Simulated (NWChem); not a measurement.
diselenium (Se₂, triplet); SMILES [Se]=[Se]

```xyz
2

Se     0.0000     0.0000     1.0839
Se     0.0000     0.0000    -1.0839
```
Atoms are numbered in this order, from 1.

Coordinates come from a PBE0/def2-SVP, spin-unrestricted optimisation. No stability test was run on the SCF state.

**Question.** List the 6 lowest vertical excitations from LDA (Slater exchange, VWN5)/def2-SVPD, spin-unrestricted, TDA (NWChem).

**Answer.** 
| state | energy (eV) | oscillator strength | <S²> |
|---|---|---|---|
| state 1 | 2.86 | 0.000 | 2.00 |
| state 2 | 2.94 | 0.000 | 2.00 |
| state 3 | 2.94 | 0.000 | 2.00 |
| state 4 | 3.58 | 0.003 | 2.00 |
| state 5 | 3.58 | 0.003 | 2.00 |
| state 6 | 4.27 | 0.000 | 2.01 |
